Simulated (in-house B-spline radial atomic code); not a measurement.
# CAM-B3LYP excitations of Ba

Method: CAM-B3LYP. Computed with an all-electron radial atomic-structure program (B-spline basis): linear response of the closed shell [Xe] 6s2 with the functional's adiabatic kernel; scalar-relativistic (spin-free one-electron X2C), finite nucleus, no spin-orbit coupling, no double excitations, S, P, D and F terms only; shells from n = 4 respond.

Spin-orbit coupling is strong here, so these LS terms don't match observed levels.

Command:
```bash
python run_td.py task.json out
```
Settings (radii: box in bohr, nucleus in fm):
```
Z                        56
electrons                56
configuration            [Xe] 6s2
hamiltonian              x2c
method                   camb3lyp
box_radius               75
rms_radius               4.8378
intervals                76
```

Time taken, with all properties: 4.8 s on 1 thread of Arm Neoverse N1 (shared host).

The lowest states, in the order of their Tamm-Dancoff energies; the method's threshold (minus the highest occupied level) is 4.387 eV. Labels give the largest channel, * marks a mixed state, and oscillator strengths are full-response dipole values. Measured ¹D terms are left out, since they can mix with doubly excited terms. Semilocal kernels can invert the small singlet-triplet splittings of Rydberg terms. Energies in eV:

| state | full response | Tamm-Dancoff | oscillator strength | measured (J-weighted term) |
| --- | --- | --- | --- | --- |
| 6s → 5d 3D | 0.922 | 0.964 | - | 1.160 |
| 6s → 5d 1D | ? | ? | - | - |
| 6s → 6p 3P | 1.519 | 1.591 | - | 1.622 |
| 6s → 6p 1P | 2.468 | 2.585 | 1.98 | 2.239 |
| 6s → 7s 3S | 3.110 | 3.112 | - | - |
| 6s → 7s 1S | 3.226 | 3.235 | - | - |
| 6s → 6d 1D | 3.548 | 3.549 | - | - |
| 6s → 7p 3P | 3.559 | 3.562 | - | - |
| 6s → 6d 3D | 3.616 | 3.616 | - | - |
| 6s → 7p 1P | 3.621 | 3.644 | 0.103 | 4.035 |
| 6s → 8s 3S | 3.828 | 3.828 | - | - |
| 6s → 8s 1S | ? | ? | - | - |

**Question.** Where does 6s → 8s 1S lie?

**Answer.** At 3.862 eV in full response, 3.864 eV in Tamm-Dancoff.

**Question.** Where does 6s → 5d 1D lie?

**Answer.** At 1.432 eV in full response, 1.476 eV in Tamm-Dancoff.

**Question.** How large is the singlet-triplet splitting of 6s → 5d (D terms) in Tamm-Dancoff?

**Answer.** 0.513 eV, from the unrounded values.

**Question.** What polarisabilities and dispersion coefficient does the method give?

**Answer.** Dipole 260 bohr³, quadrupole 8184 bohr⁵, C6 5039 hartree·bohr⁶ for two such species. Recommended dipole value: 272 ± 10 bohr³ (Schwerdtfeger and Nagle, table of static dipole polarizabilities (2023 update)), which includes relativity and correlation.
